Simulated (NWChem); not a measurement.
System: AlIClF; SMILES [F][Al]([Cl])[I]

Input file for NWChem:

```
start job
memory heap 200 mb stack 900 mb global 1100 mb
geometry units angstroms noautoz
  Al    -0.426559    -1.055874     0.000000
  Cl     1.016795    -2.551203     0.000000
  F     -2.016800    -1.510757     0.000000
  I      0.139973     1.311733     0.000000
end
basis spherical
  * library def2-svp
end
ecp
  I library def2-ecp
end
dft
  xc becke88 lyp
  iterations 150
  mulliken
end
task dft energy
```

Parts of the log:

```
             Northwest Computational Chemistry Package (NWChem) 7.3.0
             --------------------------------------------------------

 CS  symmetry detected

                             Geometry "geometry" -> ""
                             -------------------------

 Output coordinates in angstroms (scale by  1.889725989 to convert to a.u.)

  No.       Tag          Charge          X              Y              Z
 ---- ---------------- ---------- -------------- -------------- --------------
    1 Al                  13.0000    -0.43148214    -1.04564562     0.00000000
    2 Cl                  17.0000     1.02048019    -2.53261737     0.00000000
    3 F                    9.0000    -2.01907065    -1.50970134     0.00000000
    4 I                   53.0000     0.12137246     1.32519246     0.00000000

 Effective nuclear repulsion energy (a.u.)     460.1420371992

      Symmetry information
      --------------------

 Group name             Cs
 Group number              2
 Group order               2
 No. of unique centers     4

                                 NWChem DFT Module
                                 -----------------

 Summary of "ao basis" -> "ao basis" (spherical)
 ------------------------------------------------------------------------------
       Tag                 Description            Shells   Functions and Types
 ---------------- ------------------------------  ------  ---------------------
 Al                         def2-svp                 8       18   4s3p1d
 Cl                         def2-svp                 8       18   4s3p1d
 F                          def2-svp                 6       14   3s2p1d
 I                          def2-svp                10       26   4s4p2d

      Symmetry analysis of basis
      --------------------------

        a'         54
        a"         22

            General Information
            -------------------
          SCF calculation type: DFT
          Wavefunction type:  closed shell.
          No. of atoms     :     4
          No. of electrons :    64
           Alpha electrons :    32
            Beta electrons :    32
          Charge           :     0
          Spin multiplicity:     1
          Use of symmetry is: on ; symmetry adaption is: on
          Maximum number of iterations: 150
          AO basis - number of functions:    76
                     number of shells:    32
          Convergence on energy requested:  1.00D-06
          Convergence on density requested:  1.00D-05
          Convergence on gradient requested:  5.00D-04

              XC Information
              --------------
                    Becke 1988 Exchange Functional  1.000
              Lee-Yang-Parr Correlation Functional  1.000

             Grid Information
             ----------------
          Grid used for XC integration:  medium
          Radial quadrature: Mura-Knowles
          Angular quadrature: Lebedev.
          Tag              B.-S. Rad. Rad. Pts. Rad. Cut. Ang. Pts.
          ---              ---------- --------- --------- ---------
          Al                  1.25       88           9.0       590
          Cl                  1.00       88          11.0       590
          F                   0.50       49          10.0       434
          I                   1.40      123          10.0       590
          Grid pruning is: on
          Number of quadrature shells:   348
          Spatial weights used:  Erf1

      Superposition of Atomic Density Guess
      -------------------------------------

 Sum of atomic energies:       -1147.53456766

      Non-variational initial energy
      ------------------------------

 Total energy =   -1097.539684
 1-e energy   =   -2186.364835
 2-e energy   =     808.935899
 HOMO         =      -0.364875
 LUMO         =      -0.029953

      Symmetry analysis of molecular orbitals - initial
      -------------------------------------------------

  Numbering of irreducible representations:

     1 a'          2 a"

  Orbital symmetries:

     1 a'          2 a'          3 a'          4 a'          5 a'
     6 a'          7 a"          8 a'          9 a'         10 a'
    11 a"         12 a'         13 a'         14 a'         15 a"
    16 a'         17 a'         18 a"         19 a'         20 a"
    21 a'         22 a'         23 a'         24 a'         25 a'
    26 a"         27 a'         28 a'         29 a"         30 a'
    31 a"         32 a'         33 a'         34 a"         35 a'
    36 a'         37 a'         38 a'         39 a"         40 a'
    41 a'         42 a"

     ---------------------------------------------
      Total Density - Mulliken Population Analysis
     ---------------------------------------------

    Atom       Charge   Shell Charges
 -----------   ------   -------------------------------------------------------
    1 Al  13    11.54   2.00  1.99  0.66  0.06  5.93  0.47  0.25  0.19
    2 Cl  17    17.44   2.00  1.99  1.22  0.71  5.94  2.17  3.39  0.01
    3 F    9     9.67   1.99  1.15  0.79  3.56  2.17  0.00
    4 I   25    25.35   1.83  0.22  1.22  0.67  2.93  3.13  2.63  2.70  9.82  0.19

   convergence    iter        energy       DeltaE   RMS-Dens  Diis-err
 ---------------- ----- ----------------- --------- --------- ---------
 d= 0,ls=0.0,diis     1  -1099.9109319676 -1.38D+03  2.76D-02  7.94D-01
 d= 0,ls=0.0,diis     2  -1099.5847939361  3.26D-01  1.73D-02  4.39D+00
 d= 0,ls=0.0,diis     3  -1099.9984806133 -4.14D-01  4.91D-03  6.43D-02
 d= 0,ls=0.0,diis     4  -1099.9995441834 -1.06D-03  2.68D-03  4.15D-02
 d= 0,ls=0.0,diis     5  -1100.0061901016 -6.65D-03  3.97D-04  3.99D-04
  Resetting Diis
 d= 0,ls=0.0,diis     6  -1100.0062481420 -5.80D-05  1.29D-04  5.61D-05
 d= 0,ls=0.0,diis     7  -1100.0062553627 -7.22D-06  8.09D-05  5.27D-06
 d= 0,ls=0.0,diis     8  -1100.0062538729  1.49D-06  4.80D-05  1.61D-05
 d= 0,ls=0.0,diis     9  -1100.0062561679 -2.30D-06  5.20D-06  2.74D-07
 d= 0,ls=0.0,diis    10  -1100.0062561919 -2.40D-08  1.33D-06  1.22D-08

         Total DFT energy =    -1100.006256191905
      One electron energy =    -2187.972054261968
           Coulomb energy =      887.712704786799
    Exchange-Corr. energy =      -79.636158880293
 Nuclear repulsion energy =      279.889252163556

 Numeric. integr. density =       63.999999128939

                  Occupations of the irreducible representations
                  ----------------------------------------------

                     irrep           alpha         beta
                     --------     --------     --------
                     a'               24.0         24.0
                     a"                8.0          8.0

                       DFT Final Molecular Orbital Analysis
                       ------------------------------------

 Vector   30  Occ=2.000000D+00  E=-2.921346D-01  Symmetry=a'
              MO Center=  7.9D-01, -2.0D+00, -6.2D-16, r^2= 3.0D+00
   Bfn.  Coefficient  Atom+Function         Bfn.  Coefficient  Atom+Function
  ----- ------------  ---------------      ----- ------------  ---------------
    30      0.414140  2 Cl py                29      0.392864  2 Cl px
    27      0.320168  2 Cl py                26      0.304472  2 Cl px
    24      0.185740  2 Cl py                23      0.176750  2 Cl px
    61      0.141027  4 I  px                62      0.139961  4 I  py
    65      0.127607  4 I  py                64      0.119863  4 I  px

 Vector   31  Occ=2.000000D+00  E=-2.573535D-01  Symmetry=a"
              MO Center=  1.1D-01,  1.1D+00, -3.8D-15, r^2= 2.5D+00
   Bfn.  Coefficient  Atom+Function         Bfn.  Coefficient  Atom+Function
  ----- ------------  ---------------      ----- ------------  ---------------
    63      0.584961  4 I  pz                66      0.521128  4 I  pz
    60     -0.238460  4 I  pz                57     -0.192945  4 I  pz
    31     -0.122204  2 Cl pz                28     -0.086884  2 Cl pz
    10      0.069256  1 Al pz                42      0.057849  3 F  pz
    15      0.054410  1 Al d -1              13      0.052622  1 Al pz

 Vector   32  Occ=2.000000D+00  E=-2.496017D-01  Symmetry=a'
              MO Center=  1.2D-01,  1.0D+00, -9.6D-16, r^2= 2.8D+00
   Bfn.  Coefficient  Atom+Function         Bfn.  Coefficient  Atom+Function
  ----- ------------  ---------------      ----- ------------  ---------------
    61      0.575289  4 I  px                64      0.500874  4 I  px
    58     -0.232910  4 I  px                55     -0.188447  4 I  px
    62     -0.146771  4 I  py                30     -0.136341  2 Cl py
    65     -0.128714  4 I  py                27     -0.102358  2 Cl py
    41     -0.082684  3 F  py                29     -0.076546  2 Cl px

 Vector   33  Occ=0.000000D+00  E=-7.803467D-02  Symmetry=a'
              MO Center= -2.4D-01, -6.0D-01,  1.1D-14, r^2= 4.8D+00
   Bfn.  Coefficient  Atom+Function         Bfn.  Coefficient  Atom+Function
  ----- ------------  ---------------      ----- ------------  ---------------
     4      0.913218  1 Al s                  3      0.553124  1 Al s
    65      0.511828  4 I  py                 2      0.305821  1 Al s
    54     -0.300175  4 I  s                 62      0.283323  4 I  py
    53     -0.261315  4 I  s                 30     -0.255034  2 Cl py
    22     -0.252399  2 Cl s                 29      0.213400  2 Cl px

 Vector   34  Occ=0.000000D+00  E=-5.862909D-02  Symmetry=a"
              MO Center= -3.2D-01, -9.0D-01, -1.9D-14, r^2= 4.1D+00
   Bfn.  Coefficient  Atom+Function         Bfn.  Coefficient  Atom+Function
  ----- ------------  ---------------      ----- ------------  ---------------
    13      0.723706  1 Al pz                10      0.433739  1 Al pz
    31     -0.277823  2 Cl pz                66     -0.264496  4 I  pz
     7     -0.204959  1 Al pz                63     -0.199036  4 I  pz
    42      0.194923  3 F  pz                45     -0.168385  3 F  pz
    28     -0.158590  2 Cl pz                73     -0.096745  4 I  d -1

[...]
```

Level: BLYP/def2-SVP with def2 effective core potentials on I. Coordinates come from a PBE0/def2-SVP optimisation. def2 effective core potentials on I; no spin-orbit coupling.
